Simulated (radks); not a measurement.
Values are calculated unless marked as measured or tabulated.
Q: I28+, configuration [Ar] 3d7. Level of theory: scalar-relativistic Kohn-Sham, LB94 model potential, spin-polarised, spherical densities, finite nucleus; open shells are filled with parallel spins first (spin-orbit coupling, left out, can overturn this in heavy ions); Fermi nuclear charge, rms radius 4.75 fm (a radial shooting solver on a logarithmic mesh with Libxc functionals). Some entries of the table are withheld. Estimate them.

| orbital | occ. | eigenvalue (eV) | <1/r> (bohr^-1) | r(max) (bohr) |
|---|---|---|---|---|
| 1s down | 1 | -34266.90 | 56.89 | 0.01753 |
| 1s up | 1 | -34266.64 | 56.89 | 0.01753 |
| 2s up | 1 | -6243.213 | 13.08 | 0.09888 |
| 2s down | 1 | -6242.688 | 13.09 | 0.09886 |
| 2p down | 3 | (1) | 12.53 | 0.07921 |
| 2p up | 3 | (2) | 12.52 | 0.07922 |
| 3s up | 1 | -2042.923 | 4.862 | 0.2795 |
| 3s down | 1 | -2033.304 | 4.850 | 0.2797 |
| 3p up | 3 | -1875.947 | 4.657 | 0.2718 |
| 3p down | 3 | -1866.229 | 4.647 | 0.2720 |
| 3d up | 5 | -1639.522 | 4.452 | 0.2209 |
| 3d down | 2 | -1630.061 | 4.452 | 0.2206 |

A: 
(1) 2p down eigenvalue (eV): -5727.713
(2) 2p up eigenvalue (eV): -5727.642
